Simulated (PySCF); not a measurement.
CH₈FNOSi₂, SMILES C[Si@@H](O)[Si@H](N)F.

Coordinates come from a PBE0-D3(BJ)/def2-SVP optimisation. The structure was generated by enumeration; whether it is a known compound was not checked. One conformer was computed; it need not be the lowest.

Computed with PySCF with SMD-M06-2X/6-31G*.

Solvation free energies are E(SMD) − E(gas) at the gas-phase geometry, for 1 M in both phases. In vacuum the dipole moment is 1.42 D.

Computed solvation free energies in water, toluene, cyclohexanone:
```tsv
solvent	ΔG(solv) (kcal/mol)	its non-electrostatic (CDS) part	dipole (D)
water	-6.8	5.2	1.83
toluene	-3.9	0.1	1.56
cyclohexanone	-6.7	1.2	1.73
```
